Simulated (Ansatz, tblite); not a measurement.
Removing and adding an electron: CdMeBr (CH3BrCd). Total charge 0; singlet. Geometry: PBE0-D4/def2-TZVP. Ansatz, gas phase; energy differences of separate SCF runs; the oxidised species was run as a doublet alone; the reduced species was run as a doublet alone.

```xyz
6

Cd    0.2683   -0.4668   -1.0473
C    -0.2122    0.3658    0.8198
H    -1.2940    0.4571    0.9119
H     0.2432    1.3520    0.9065
H     0.1658   -0.2784    1.6132
Br    0.8289   -1.4297   -3.2042
```

In the def2 sets Cd takes a core potential; there is no spin–orbit coupling. The xTB rows come from tblite. HOMO above LUMO, or a gap near zero within one spin, warns that the state may not be the lowest or that an electron is smeared out.

**Question.** Estimate orbital energies and vertical ionisation energies and electron affinities at: GFN1-xTB; GFN2-xTB; PBE-D4/def2-TZVP; PBE-D4/def2-TZVPD; r2SCAN-D4/def2-TZVP; r2SCAN-D4/def2-TZVPD; PBE0-D4/def2-TZVP; PBE0-D4/def2-TZVPD.

**Answer.** 
```csv
level,−HOMO (eV),vertical IE (eV),−LUMO (eV),vertical EA (eV),HOMO–LUMO gap (eV),IE − EA (eV),remarks
GFN1-xTB,10.36,13.59,5.87,3.28,4.49,10.31,–
GFN2-xTB,10.60,13.83,5.66,2.21,4.93,11.62,–
PBE-D4/def2-TZVP,6.64,9.81,1.75,–,4.90,–,gap within one spin near zero (+1 doublet)
PBE-D4/def2-TZVPD,6.68,–,1.81,-0.29,4.87,–,HOMO above zero (-1 doublet)
r2SCAN-D4/def2-TZVP,6.95,9.92,1.47,–,5.48,–,gap within one spin near zero (+1 doublet)
r2SCAN-D4/def2-TZVPD,6.97,–,1.51,-0.41,5.46,–,HOMO above zero (-1 doublet)
PBE0-D4/def2-TZVP,7.89,10.04,0.93,–,6.96,–,–
PBE0-D4/def2-TZVPD,7.91,–,1.00,-0.43,6.91,–,HOMO above zero (-1 doublet)
```

   A HOMO above zero means that the electron is unbound at that level or that self-interaction error raises the level; the energy of removing that electron tells which. Raw xTB energy differences between charge states are shifted by several eV; the methods need an empirical correction for them. A negative affinity means that the extra electron isn't bound; its size then hangs on the basis.
